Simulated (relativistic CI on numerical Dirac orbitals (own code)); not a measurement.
## What each ingredient does to the levels of Pm⁵¹⁺

Base calculation: Dirac-Coulomb-Breit CI, separate exchange-only KLI orbitals for each configuration, a model potential for QED, unscaled Slater integrals.

CI space (outside the closed core 1s2): 2s2.2p6, 2s2.2p5.3s, 2s2.2p5.3p, 2s2.2p5.3d, 2s.2p6.3s, 2s.2p6.3p, 2s.2p6.3d, 2s2.2p5.4s, 2s2.2p5.4p, 2s2.2p5.4d, 2s2.2p5.4f, 2s.2p6.4s, 2s2.2p4.3s2, 2s.2p6.4p, 2s.2p6.4d, 2s2.2p4.3s.3p, 2s.2p6.4f, 2s2.2p5.5s, 2s2.2p5.5p, 2s2.2p5.5d, 2s2.2p5.5f, 2s2.2p5.5g, 2s2.2p4.3s.3d, 2s2.2p4.3p2, 2s2.2p4.3p.3d, 2s.2p5.3s2, 2s2.2p4.3d2, 2s.2p5.3s.3p, 2s.2p5.3s.3d, 2s.2p5.3p2, 2s.2p6.5s, 2s.2p6.5p, 2s.2p6.5d, 2s.2p6.5f, 2s.2p5.3p.3d, 2s.2p6.5g. Levels of other configurations are missing.

The lowest level and the first level of each name with at least 55 % of one term (blank where a level has no safe partner in the second run):

```tsv
Level	Base (eV)	Shift (eV)
2s2.2p6 1S_0	0.00	0.00
2s2.2p5.3s 3P°_2	5500.24	+10.53
2s2.2p5.3s 1P°_1	5506.77	+10.29
2s2.2p5.3p 3D_3	5764.99	+10.85
2s2.2p5.3p 1P_1	5765.06	+10.46
2s2.2p5.3p 3P_2	5774.86	+9.86
2s2.2p5.3p 1S_0	5817.79	+8.99
2s2.2p5.3d 3P°_0	5889.89	+8.99
2s2.2p5.3d 3P°_1	5897.26	+10.49
2s2.2p5.3d 3D°_2	5905.55	+10.52
2s2.2p5.3d 3F°_4	5931.96	+13.06
2s2.2p5.3d 3D°_3	5945.20	+12.04
2s2.2p5.3d 1P°_1	5969.08	+12.71
2s2.2p5.3s 3P°_0	6076.64	+17.21
2s2.2p5.3s 3P°_1	6079.96	+17.77
2s2.2p5.3p 3D_1	6186.01	+15.96
2s2.2p5.3p 3P_0	6222.85	+14.59
2s.2p6.3s 3S_1	6445.82	+9.55
2s.2p6.3s 1S_0	6467.62	+8.69
2s2.2p5.3d 3F°_2	6475.58	+18.59
2s.2p6.3p 3P°_0	6556.02	+6.36
2s.2p6.3p 3P°_1	6559.04	+7.51
```

At this charge energies of transitions that change n are usually good to better than 1 %, and those within a shell (Δn = 0) to a few per cent.

Task: One thing was changed in a second run, which moved the levels as shown. Which?
A. configuration mixing switched off
B. one mean potential for all configurations
C. QED terms removed
D. Breit term removed

Result: D. Breit term removed. The Breit term mainly narrows fine-structure intervals, so removing it widens them.

LS names give the leading component of a level, which can be under half, so a name can repeat, a term be missing and a line seem to break the LS rules.
